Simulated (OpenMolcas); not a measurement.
## Si: from RASSCF to RASPT2

| Quantity | Value |
| --- | --- |
| Program | OpenMolcas |
| Basis | ANO-RCC-VTZP [5s4p2d1f] |
| Scalar Hamiltonian | DKH2, point nucleus |
| Active space | 4 electrons in 9 orbitals (RAS2 3s 3p; RAS3 3d, at most 2 electrons) |
| State averaging | 2S+1 = 3 even, 3 roots; 2S+1 = 1 even, 6 roots; 2S+1 = 5 odd, 1 root; 2S+1 = 3 odd, 8 roots; 2S+1 = 1 odd, 5 roots |
| Spin-orbit coupling | RASSI with atomic mean-field integrals over the reference wave functions, term energies averaged over their components |

Methods on the same reference wave functions:
A. RASSCF
B. SS-RASPT2, IPEA 0.25 Eh, imaginary shift 0.1 Eh (closed shells correlated: 2s 2p)
C. XMS-RASPT2, IPEA 0.25 Eh, imaginary shift 0.1 Eh (closed shells correlated: 2s 2p)

Energies in cm-1 above 3s2 3p2 3P0, the measured ground level; measured values from NIST Handbook of Basic Atomic Spectroscopic Data.

```csv
Level,A,B,C,Measured
3s2 3p2 3P0,0.0,0.0,0.0,0.0
3s2 3p2 3P1,66.9,67.3,67.3,77.1
3s2 3p2 3P2,196,196,196,223
3s2 3p2 1D2,8693,6620,6470,6299
3s2 3p2 1S0,19438,15930,16070,15394
3s 3p3 5S* 2,29112,31380,31510,33326
3s 3p3 3D* 1,46806,46070,46160,45276
3s 3p3 3D* 2,46812,46070,46170,45294
3s 3p3 3D* 3,46824,46090,46180,45322
```

Deviations, from unrounded energies. A percentage is the sum of absolute deviations over the sum of measured energies, with the sign that they share, or ± where signs differ.

```json
{"Against measurement": "mean absolute deviation (cm-1)", "Levels": "8", "A": "1900", "B": "650", "C": "660"}
{"Against measurement": "fine structure of the ground term (%)", "Levels": "2", "A": "-12.4", "B": "-12.2", "C": "-12.3"}
{"Against measurement": "other terms of the ground configuration (%)", "Levels": "2", "A": "+29.7", "B": "+4.0", "C": "+3.9"}
{"Against measurement": "other configurations (%)", "Levels": "4", "A": "±5.2", "B": "±2.5", "C": "±2.6"}
```

B, C lie about equally close to measurement and A furthest from it. The largest miss of B in the table is 3s 3p3 5S* 2, by -1900 cm-1. The ranking rests on the paired levels alone, and a cruder setting can come out closer through cancelling errors.

Between B and C the level of the table that moves most is 3s2 3p2 1D2, by 150 cm-1 (lowest in C, highest in B). Moves below CASPT2's spread within the term are not significant.

The mean deviations of B to C differ by less than CASPT2's widest spread within a term (54 cm-1), so their order carries little weight.

From A to B the spin-free energies of the other terms of 3s2 3p2 shown, above 3P, scale by factors of 0.76 to 0.82.

The lowest spin-free term lies below A's lowest term by 0.037 hartree in B, 0.038 hartree in C.

Term energies are means over components that CASPT2 splits; among the terms shown or strongly mixed into the levels shown the widest spread is 54 cm-1 (3s2 3p2 1D, C). The run also gave levels led by 3s2 3p 3d, which use shells meant for correlation; these and all levels above them are left out. Some terms mix strongly with configurations of 3d, whose occupation reaches 0.28 (3s 3p3 3D*). Without dynamic correlation excited terms often stand tens of per cent too high (terms of higher spin than the ground term too low), and those without a measured partner can miss by more than the paired ones (holds for A). Computed and measured levels are paired by configuration, term and J; levels that our copy of the source lacks, or whose pairing is in doubt (as where it misses far off the trend of its configuration), stay unpaired and out of the deviations. Only configurations of the active space appear. The table leaves out levels that lie high or whose names do not pair safely across all columns.

* marks odd parity.
